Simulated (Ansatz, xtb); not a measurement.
Noncovalent pair: HCl (SMILES Cl) (first 2 atoms) with CH2O (SMILES C=O); geometry from B3LYP-D3(BJ)/def2-TZVP, rigid monomers moved along the line of their centres of mass till H2···O4 is 1.67 Å.
(charge 0, multiplicity 1):
```xyz
6

Cl    -0.1523    -0.0562     0.4435
H      0.1496     0.4924     1.5878
C     -0.3437    -0.0150     3.8159
O      0.2746     0.8292     3.2197
H     -0.4087    -0.0057     4.9168
H     -0.8688    -0.8297     3.2880
```

Counterpoise-corrected where a basis set is named; no monomer relaxation.

Correlated levels freeze the cores.

The values were computed with Ansatz (a first-principles code); xtb for the GFN methods. Each number belongs to the level named beside it.

Q: What is the computed interaction energy (GFN-FF)?

A: -132 meV

Q: What interaction energy does MP2/aug-cc-pV(T+d)Z give?

A: -223 meV

Q: What is the computed interaction energy (HF/aug-cc-pV(D+d)Z)?

A: -61 meV
